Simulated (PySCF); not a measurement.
# Excitation energy of Fe+ by level of theory

Fe+ [Ar] 3d6 4s1 (6D) → Fe+ [Ar] 3d6 4p1 (high-spin determinant), as a difference of total energies. Computed with PySCF 2.14 in x2c-TZVPPall (6s5p4d2f1g, 64 functions), with scalar relativity by spin-free X2C-1e. Correlated levels: valence: [Ar] frozen. The calculations carry no spin-orbit coupling.

| method | excitation energy (cm⁻¹) |
| --- | --- |
| UHF | 36895 |
| MP2 (valence) | 38560 |
| SCS-MP2 (valence) | 38009 |
| CCSD (valence) | 38369 |
| CCSD(T) (valence) | 38322 |

A first-order spin-orbit estimate (lowest level to lowest level, LS coupling) adds 0.022 eV.

The basis was made for the ground configuration and has no added diffuse functions, so the excitation energy can come out too high.

The determinant of the upper state mixes LS terms, which raises its energy above the lowest term, most at the Hartree-Fock and MP2 levels.
